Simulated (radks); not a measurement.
Results of a calculation; reference values are marked as such.
Q: Successive ionisation energies (eV) of one element, from differences of total energies of ions in their ground configurations, starting at charge 22: 697.30, 1218.4, 1291.2, 1365.3, 1440.5, 1516.8, 1617.0, 1698.0, 1780.2, 1863.4, 1947.6, 2212.1, 2287.0, 2361.0, 2459.6, 2537.1, 2613.7, 2824.3, 2907.7, 6803.5, 7015.6, 7224.7. Level of theory: scalar-relativistic Kohn-Sham, PBE, spin-polarised, spherical densities, finite nucleus; open shells are filled with parallel spins first (spin-orbit coupling, left out, can overturn this in heavy ions); Fermi nuclear charge, rms radius 4.6802 fm (a radial shooting solver on a logarithmic mesh with Libxc functionals). Which element is it?

A: Antimony (Z = 51). The first species listed is Sb22+ in [Ar] 3d10 4s1, the last Sb43+ in [He] 2s2 2p4.
